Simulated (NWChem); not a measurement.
System: C$_{2}$H$_{6}$O$_{2}$Si; SMILES C[Si@@H](O)C=O

```xyz
11

C     -0.9168    -1.8156    -0.4480
Si     0.0729    -0.5028     0.4336
O      1.5891    -0.2903    -0.2098
C     -0.6739     1.2605     0.1646
O      0.0521     2.0831    -0.3526
H     -0.4175    -2.7934    -0.3621
H     -1.0235    -1.5817    -1.5181
H     -1.9214    -1.9117    -0.0059
H      0.1190    -0.7896     1.9000
H      1.6867     0.6357    -0.4849
H     -1.7198     1.5563     0.4524
```
Atoms are numbered in this order, from 1.

Level: PBE0/def2-SVP (NWChem), optimised geometry, unscaled harmonic frequencies. 

| frequency (cm⁻¹) | IR intensity (km/mol) |
|---|---|
| 93 | 1.5 |
| 148 | 0.7 |
| 184 | 12.0 |
| 206 | 10.9 |
| 268 | 9.8 |
| 427 | 25.5 |
| 471 | 81.8 |
| 613 | 39.6 |
| 641 | 11.7 |
| 695 | 4.8 |
| 758 | 41.2 |
| 816 | 38.2 |
| 885 | 30.9 |
| 913 | 35.4 |
| 944 | 235.2 |
| 986 | 211.0 |
| 1266 | 29.5 |
| 1383 | 9.8 |
| 1421 | 3.5 |
| 1428 | 5.3 |
| 1798 | 99.2 |
| 2224 | 135.9 |
| 2875 | 139.6 |
| 3059 | 0.7 |
| 3163 | 1.1 |
| 3171 | 0.9 |
| 3781 | 126.0 |

```yaml
zero_point_energy: 49.5 kcal/mol
thermal correction to the enthalpy at 298.15 K (with zero-point energy): 54.5 kcal/mol
heat capacity Cv: 24.4 cal/(mol K)
entropy at 298.15 K and 1 atm (symmetry number 1): 81.8 cal/(mol K)
dipole_moment: 2.36 D
```

Rigid rotor and harmonic oscillator; modes under 100 cm⁻¹ make the entropy uncertain.
